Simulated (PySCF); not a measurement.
## How methods differ on the excitation energy of Co+

Co+ [Ar] 3d8 (3F) → Co+ [Ar] 3d7 4p1 (high-spin determinant), as a difference of total energies. Calculation: PySCF 2.14, in x2c-TZVPPall (6s5p4d2f1g, 64 functions); the spin-free X2C one-electron Hamiltonian (Gaussian nucleus). Correlated levels: valence and next inner shell: [Ne] frozen. The calculations carry no spin-orbit coupling.

```
                                method  excitation energy (eV)
                                   UHF                   3.514
    MP2 (valence and next inner shell)                   6.325
SCS-MP2 (valence and next inner shell)                   6.162
   CCSD (valence and next inner shell)                   5.419
CCSD(T) (valence and next inner shell)                   5.517
```

Problem. How much does correlation contribute at CCSD(T) (valence and next inner shell)?

Solution. 5.517 − (3.514) = 2.003 eV, measured against UHF.

A first-order spin-orbit estimate (lowest level to lowest level, LS coupling) adds 0.014 eV.

The basis was made for the ground configuration and has no added diffuse functions, so the excitation energy can come out too high.

The determinant of the upper state mixes LS terms, which raises its energy above the lowest term, most at the Hartree-Fock and MP2 levels.
